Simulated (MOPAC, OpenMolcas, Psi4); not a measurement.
# A ladder of methods for GeH3O2F (SMILES [OH][GeH]([OH])[F])

GeH3O2F: 7 atoms, total charge 0, spin state singlet. SMILES: `[OH][GeH]([OH])[F]`. The shape is that of a PBE0-D4/def2-TZVP optimisation. This is one conformer, not always the lowest.

```xyz
7

O    -0.3529    1.1403   -0.8593
Ge   -0.1075   -0.0268    0.4324
O     1.5182   -0.6560    0.3076
F    -1.2603   -1.2845    0.1132
H    -1.2092    1.0418   -1.2839
H    -0.3314    0.4858    1.8475
H     1.8044   -0.7687   -0.6031
```

Each level gives the dipole moment (D). The values are calculated.

| level | kind | program | value (D) | CPU time |
| --- | --- | --- | --- | --- |
| PM7 | semi-empirical | MOPAC | 2.21 | under 2 s |
| HF/def2-SVP | Hartree–Fock | OpenMolcas | 1.29 | 9.6 s |
| SVWN5/def2-SVP | LDA | OpenMolcas | 1.24 | 23 s |
| BLYP/def2-SVP | GGA | OpenMolcas | 1.18 | 33 s |
| TPSS/def2-SVP | meta-GGA | OpenMolcas | 1.20 | 44 s |
| BHLYP/def2-SVP | global hybrid | OpenMolcas | 1.23 | 27 s |
| TPSSh-D3(BJ)/def2-SVP (density fitting) | hybrid meta-GGA | Psi4 | 1.21 | 20 s |

All-electron rows without a relativistic Hamiltonian named are non-relativistic. The values span 1.18 to 2.21 D. Magnitudes only. CPU times are rough (shared hosts, several kinds of processor): they show what a rung costs within a factor of a few.
